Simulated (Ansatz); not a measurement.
Reaction (cleavage of the B–Si bond): `N[SiH2]B(O)Cl` + H₂S → `OB(S)Cl` + `N[SiH3]`

Calculated with Ansatz (gas phase, PBE0-D4/def2-TZVP geometries, no zero-point term in ΔE). CCSD(T)/CBS adds triple-zeta CCSD(T) − MP2 to the extrapolated MP2 energy (def2 sets, frozen cores). This one scheme is used for every species. Functionals use def2-TZVPP. Each species was taken in one conformer, which may not be the lowest.

| level | ΔE (eV) |
| --- | --- |
| PBE0-D4 | -0.84 |
| ωB97M-V | -0.88 |
| PBE | -0.83 |
| MP2/CBS(def2) | -0.94 |

(1) What does CCSD(T)/CBS give? (An estimate is asked.)

Largest T1 diagnostic among the species: 0.012.

Results:

(1) Ansatz gave: -0.85 eV. The listed levels differ from it by 0.01, -0.03, 0.02, -0.09 eV.

From PBE to PBE0 (25 % exact exchange), in def2-TZVPP and without D4, ΔE moves by −0.03 eV.
